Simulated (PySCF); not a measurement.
Geometry:
| atom | x (Å) | y (Å) | z (Å) |
| --- | --- | --- | --- |
| C1 | 4.592 | -0.343 | -0.046 |
| C2 | 3.488 | -0.739 | 0.193 |
| C3 | 2.145 | -1.186 | 0.465 |
| P4 | 0.885 | 0.074 | -0.161 |
| P5 | -0.801 | -0.916 | 0.404 |
| C6 | -2.086 | 0.236 | -0.166 |
| C7 | -3.350 | -0.126 | 0.056 |
| C8 | -1.735 | 1.519 | -0.848 |
| H9 | 5.567 | -0.013 | -0.246 |
| H10 | 1.969 | -2.145 | -0.031 |
| H11 | 2.012 | -1.319 | 1.542 |
| H12 | -3.594 | -1.053 | 0.549 |
| H13 | -4.182 | 0.491 | -0.246 |
| H14 | -2.636 | 2.068 | -1.113 |
| H15 | -1.161 | 1.322 | -1.754 |
| H16 | -1.120 | 2.140 | -0.196 |

Fast rotation and ring inversion assumed for equivalent nuclei, relativity neglected, one conformer, gas phase. GFN2-xTB geometry; NMR shieldings at PBE0/pcSseg-1/GIAO; PySCF 2.14.

Scale: TMS for ¹³C and ¹H; H3PO4 for ³¹P (reference shieldings calculated alike).

```tsv
atoms	nucleus	count	δ (ppm)
P5	³¹P	1	635.8
C8	¹³C	1	29.6
H13	¹H	1	6.76
C1	¹³C	1	75.5
H14/H15/H16	¹H	3	?
C6	¹³C	1	165.4
C3	¹³C	1	22.4
H9	¹H	1	?
C7	¹³C	1	?
P4	³¹P	1	?
C2	¹³C	1	86.9
H12	¹H	1	6.03
H10/H11	¹H	2	3.77
```

**Question.** Fill in the missing shifts.

**Answer.** 
- C7: 142.2 ppm, terminal =CH2 carbon; as expected for a trigonal carbon in a double bond
- H14/H15/H16: 2.78 ppm, hydrogen on an allylic methyl carbon; allylic position
- H9: 1.55 ppm, hydrogen on a terminal alkyne carbon; it lies on the axis of the triple bond, in its shielding cone
- P4: 618.7 ppm, phosphorus bonded to C, P

Shifts are as computed. Against solution values, carbons near 30 ppm lie about +3 ppm off and those near 130 ppm about +5 ppm. Of 1211 compounds with measured shifts, 218 miss one by over three times the rms of a fit or turn the order of signals round; such compounds aren't used in these exercises. Experimental scales use liquid or dissolved standards, which lie at an offset from isolated H3PO4.
